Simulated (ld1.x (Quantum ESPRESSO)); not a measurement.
Configuration tests for germanium (Ge) (RRKJ)

ld1.x (Quantum ESPRESSO) 7.5 input, shortened:

```
&input
   title='Ge', zed=32., rel=1, dft='PBE', iswitch=3,
   config='[Ar] 3d10 4s2 4p2'
 /
 &inputp
   pseudotype=2, tm=.false., rho0=0.005, lloc=0,
   nlcc=.false.
 /
3
4P  2  1   2.00   0.00  2.20  2.20  0.0
3D  3  2  10.00   0.00  0.95  0.95  0.0
4S  1  0   2.00   0.00  1.80  1.80  0.0
 &test
   configts(1)='3d10 4s2 4p2'
 /
```

Energies are relative to the spin-unpolarised reference configuration 3d10 4s2 4p2; without spin polarisation the order of configurations can differ from experiment.

Give the all-electron excitation energy and the error of the potential for: 3d10 4s2 4p1; 3d10 4s2 4p0; 3d10 4s1 4p0; 3d10 4s0 4p0; 3d10 4s2 4p1.5; 3d9 4s2 4p2; 3d10 4s1 4p2.

```csv
valence configuration,charge,ΔE all-electron (eV),error AE − PS (meV)
3d10 4s2 4p1,+1,7.444,-0.5
3d10 4s2 4p0,+2,22.883,+6.0
3d10 4s1 4p0,+3,57.674,+56
3d10 4s0 4p0,+4,104.017,+206
3d10 4s2 4p1.5,+0.5,2.802,-0.4
3d9 4s2 4p2,+1,38.686,-772
3d10 4s1 4p2,+1,16.160,-1.6
```

Levels in the configuration 3d10 4s0 4p0:

```tsv
level	all-electron (eV)	pseudo (eV)
3d	-78.036	-77.577
```
